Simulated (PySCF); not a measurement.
# Static response to an electric field

Compound: C₆H₁₃BO₂.
Atom-mapped SMILES: `[CH2:1]=[C:2]([CH3:3])[CH2:4][O:5][B:6]([CH3:7])[O:8][CH3:9]` (hydrogens: H10, H11 on C1; H12, H13, H14 on C3; H15, H16 on C4; H17, H18, H19 on C7; H20, H21, H22 on C9)

Geometry (PBE0-D3(BJ)/def2-SVP, Å), atoms numbered from 1 in this order:
```xyz
22
C6H13BO2 angstrom
C     -2.293   -0.837    1.268
C     -2.213    0.027    0.253
C     -3.296    1.005   -0.091
C     -1.010    0.094   -0.645
O     -0.024   -0.838   -0.293
B      1.297   -0.522   -0.221
C      2.324   -1.635    0.208
O      1.660    0.759   -0.524
C      2.984    1.207   -0.459
H     -1.476   -1.530    1.473
H     -3.176   -0.871    1.911
H     -2.931    2.044   -0.019
H     -3.644    0.866   -1.129
H     -4.162    0.899    0.577
H     -1.332   -0.101   -1.686
H     -0.602    1.120   -0.635
H      3.113   -1.769   -0.550
H      2.838   -1.358    1.143
H      1.826   -2.602    0.364
H      2.998    2.287   -0.667
H      3.624    0.706   -1.206
H      3.429    1.043    0.537
```

Level: wB97X-D/def2-SVPD (PySCF), static field, nuclei fixed, core orbitals frozen in the response. The polarisability tensor in these axes (au):

```
x   108.42  -1.82  -2.96
y    -1.82  92.39 -11.66
z    -2.96 -11.66  86.02
```

**Question.** Give the principal values, the mean and the anisotropy Δα = √{½[(α1 − α2)² + (α2 − α3)² + (α1 − α3)²]}.

**Answer.** Principal values 76.74, 101.28 and 108.81 au; mean 95.61 au = 14.17 Å³ = 15.76 × 10⁻⁴⁰ C²·m²/J; Δα = 29.05 au (30 % of the mean).

**Question.** What is the dipole moment, and where does it point?

**Answer.** (1.14, 1.24, -0.42) D, 1.73 D in size, pointing from the negative to the positive side. Measured along this direction, the outermost atoms are H11 at the negative end and H20 at the positive end.

**Question.** Orientational against electronic polarisability at 400 K (dilute gas, rigid molecules)?

**Answer.** In Gaussian units μ²/3kT = 18.15 Å³ against 14.17 Å³, a ratio of 1.28; the Debye molar polarisation (4π/3)N_A(α + μ²/3kT) is 81.5 cm³/mol, leaving out the vibrational part.

**Question.** Find the Langevin capture rate constant for H3O+ (19.018 u) meeting this molecule (128.101 u), k = 2.342 × 10⁻⁹ cm³/s × √(α in Å³ / reduced mass in u).

**Answer.** The reduced mass is 16.56 u, so k = 2.17 × 10⁻⁹ cm³/s. The formula leaves out the permanent dipole, which adds to the capture rate.

**Question.** Directions of the eigenvectors, and the extent of the frame along each?

**Answer.** Largest value along (0.99, -0.03, -0.11), where the nuclei span 7.94 Å; middle along (-0.05, 0.80, -0.60), 4.47 Å; least along (0.11, 0.60, 0.79), 2.96 Å. The response follows the extents in order.

Geometry: PBE0-D3(BJ)/def2-SVP, one conformer, isolated molecule.
